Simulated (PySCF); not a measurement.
**Relaxation of singlet SbO₃⁻**

Method: B3LYP in PySCF with Sb def2-SVPD with ECP28, O def2-SVPD; scalar-relativistic core potentials, no spin–orbit coupling; density-fitted integrals. A (50,194) grid was used.

A hand-made side-on plus terminal start, of C2v symmetry, held to at least that symmetry:

```xyz
4
charge -1 multiplicity 1, angstrom
Sb    0.0000    0.0000   -0.1877
O     0.7200    0.0000    1.7753
O    -0.7200    0.0000    1.7753
O     0.0000    0.0000   -2.1322
```

Optimiser trace:
```json
{"step": "0", "E − E(last) (kJ/mol)": "20.80", "largest gradient (Eh/bohr)": "0.05346"}
{"step": "1", "E − E(last) (kJ/mol)": "3.69", "largest gradient (Eh/bohr)": "0.02041"}
{"step": "2", "E − E(last) (kJ/mol)": "0.83", "largest gradient (Eh/bohr)": "0.00632"}
{"step": "3", "E − E(last) (kJ/mol)": "0.03", "largest gradient (Eh/bohr)": "0.00123"}
{"step": "4", "E − E(last) (kJ/mol)": "0.00", "largest gradient (Eh/bohr)": "0.00011"}
{"step": "5", "E − E(last) (kJ/mol)": "0.00", "largest gradient (Eh/bohr)": "0.00003"}
```

It ends at C2v with O–O 1.449 Å, Sb–O 1.925 Å, Sb–O 2.252 Å (×2); O–O–Sb 71.2° (×2), O–Sb–O 37.5°, O–Sb–O 161.2° (×2) (after a last refinement on a finer grid). A frequency run shows 2 imaginary modes, down to 227i cm⁻¹, so it is a higher-order saddle point. Other isomers or separated fragments may lie lower.

Final geometry:
```xyz
4
charge -1 multiplicity 1, angstrom
Sb    0.0000    0.0000   -0.2212
O     0.7245    0.0000    1.9114
O    -0.7245    0.0000    1.9114
O     0.0000    0.0000   -2.1461
```

The relaxation took 11 s on 2 threads of a shared Arm Neoverse V1 host, with 101 basis functions and 6 gradients; the process peaked at 0.65 GiB.
